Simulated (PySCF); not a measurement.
Cl2H2O2Sn, SMILES [OH][Sn]([OH])([Cl])[Cl].

Geometry optimised at B3LYP-D3(BJ)/def2-SVP. A frequency run showed that this geometry is not a minimum. The structure was generated by enumeration; whether it is a known compound was not checked. The def2 effective core potentials stand for the cores of Sn; spin–orbit coupling is left out. The values are those of a single conformer.

The numbers are results of M06-2X/def2-TZVP (PySCF), not measurements.

- total energy = -1286.43712 hartree
- highest occupied level = -10.87 eV
- lowest empty level = -1.78 eV
- orbital gap = 9.09 eV
- dipole moment = 1.89 D
- quadrupole, principal values (traceless, Buckingham form, about the centre of nuclear charge) = -4.22, -0.27, 4.49 D·Å
- mean static polarisability = 66.1 bohr³ (9.80 Å³)
- polarisability, principal values = 57.5, 66.8, 74.1 bohr³
